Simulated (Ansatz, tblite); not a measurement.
Cost and result up the ladder for (Cl)3Ti-S-SiH3 (TiSiH3SCl3) (9 atoms). The state is a singlet with charge 0. Geometry: PBE-D4/def2-SVP.

Cartesian coordinates in Å:
```
Ti -1.2325 -0.3557 0.9819
Cl -0.9294 -2.5073 0.7458
Cl 0.2743 0.4621 2.3423
Cl -3.2564 0.0853 1.6373
S -0.9880 0.6758 -1.0056
Si 1.1807 0.4464 -1.1364
H 1.4980 0.3830 -2.6023
H 1.8379 1.6337 -0.4977
H 1.6153 -0.8233 -0.4652
```

Ansatz on 4 threads of Arm Neoverse V2 on a shared host; xTB runs through tblite on one thread. Times are rough, summed over both states, and most runs start from the orbitals of an earlier one. No level here is sound enough to serve as a yardstick. The other state is a triplet.

The xTB rows come from tblite.

xTB has no spin-polarisation term.

```
              level  functions  wall time  vertical triplet (eV)
           GFN2-xTB         57    0.021 s                   2.55
           GFN1-xTB         60    0.023 s                   2.61
   PBE-D4/def2-TZVP        248       15 s                   3.03
r2SCAN-D4/def2-TZVP        248       52 s                   2.96
```
